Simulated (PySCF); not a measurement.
Energy of Dy (dysprosium, neutral) between two integer charges

The 6s beta orbital of [Xe] 4f10 6s2 is emptied in steps (occupation f), with all orbitals relaxed, ending at [Xe] 4f10 6s1. Calculation: PySCF 2.14, in def2-SVP with the def2 core potential (28 electrons) (10s6p4d3f1g, 78 functions); a scalar-relativistic core potential. The exact energy is a straight line in f; departures are measured from the line between the end points of the same method.

| f | UHF (eV) |
| --- | --- |
| 1 | 0.000 |
| 0.75 | 0.032 |
| 0.5 | 0.039 |
| 0.25 | 0.027 |
| 0 | 0.000 |

| method | E(f=0) − E(f=1) (eV) | −ε at f=1 (eV) | −ε at f=0.5 (eV) |
| --- | --- | --- | --- |
| UHF | 4.819 | 5.006 | 4.805 |

Orbital energy along the path (eV):

```tsv
f	UHF
1	-5.006
0.75	-4.892
0.5	-4.805
0.25	-4.738
0	-4.685
```

Reference removal energy between the ground levels: 5.939 eV (measured; NIST Atomic Spectra Database, ionization energies). The calculation has no spin-orbit coupling. UHF lacks correlation.
